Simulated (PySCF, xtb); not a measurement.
C2H6ClGe, SMILES [CH3][Ge]([CH3])[Cl], multiplicity 2.

Harmonic wavenumbers (cm⁻¹) from GFN2-xTB in xtb 6.7.1 at its own minimum, in rising order: 86, 104, 141, 143, 170, 331, 450, 482, 652, 687, 711, 747, 1214, 1243, 1430, 1435, 1443, 1449, 3008, 3013, 3036, 3037, 3041, 3045.

### Question
What does PBE-D3(BJ)/def2-SVP (PySCF 2.14.0) give at its own minimum? (An estimate is asked for; the answer gives what the named calculation found.)

### Answer
100, 107, 148, 152, 171, 382, 532, 567, 675, 721, 754, 809, 1161, 1176, 1362, 1369, 1371, 1383, 2975, 2976, 3085, 3086, 3109, 3109. Paired by order, the mean absolute difference is 46 cm⁻¹ and the zero-point energies are 44.5 and 44.7 kcal/mol.
